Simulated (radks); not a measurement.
Ti3+, configuration [Ne] 3s1 3p6 3d2 (not the ground configuration).

Method: Dirac Kohn-Sham, BLYP, spin-unpolarised, spherical densities, finite nucleus; open shells fill j = l - 1/2 first; Fermi nuclear charge, rms radius 3.5921 fm; computed with a radial shooting solver on a logarithmic mesh with Libxc functionals.

Energy parts (hartree):
part                       energy
total                  -849.86464
kinetic                 858.20174
electron-nucleus      -1997.45507
Hartree                 330.56176
exchange-correlation    -41.17307

Orbitals (lengths in bohr, moments of r in powers of bohr; <r^-3> diverges for s and p1/2; r(max) is where P^2 peaks):
\begin{tabular}{lrrrrrr}
orbital & occ. & eigenvalue (hartree) & <r> & <r^-3> & r(max) & <1/r> \\ \hline
1s1/2 & 2 & -180.3975 & 0.06958 & - & 0.04554 & 21.81 \\
2s1/2 & 2 & -21.08726 & 0.3247 & - & 0.2688 & 4.561 \\
2p1/2 & 2 & -17.83720 & 0.2878 & - & 0.2178 & 4.496 \\
2p3/2 & 4 & -17.62430 & 0.2905 & 260.8 & 0.2199 & 4.439 \\
3s1/2 & 1 & -3.54389 & 0.9883 & - & 0.8619 & 1.426 \\
3p1/2 & 2 & -2.67512 & 1.045 & - & 0.8845 & 1.313 \\
3p3/2 & 4 & -2.64914 & 1.053 & 32.03 & 0.8906 & 1.301 \\
3d3/2 & 2 & -1.32386 & 1.243 & 2.703 & 0.9091 & 1.029 \\
3d5/2 & 0 & -1.32144 & 1.245 & 2.675 & 0.9109 & 1.026 \\
4s1/2 & 0 & -1.00049 & 2.602 & - & 2.378 & 0.5129 \\
4p1/2 & 0 & -0.79822 & 2.923 & - & 2.670 & 0.4552 \\
4p3/2 & 0 & -0.79433 & 2.936 & 4.807 & 2.683 & 0.4529 \\
\end{tabular}

The highest occupied level is 3d3/2 at -36.024 eV. The electron density at the nucleus is 8452 e/bohr^3. Summed over all electrons, <r^2> = 13.57 bohr^2, which gives a Langevin (diamagnetic) susceptibility term of -10.8 x 10^-6 cm^3/mol.
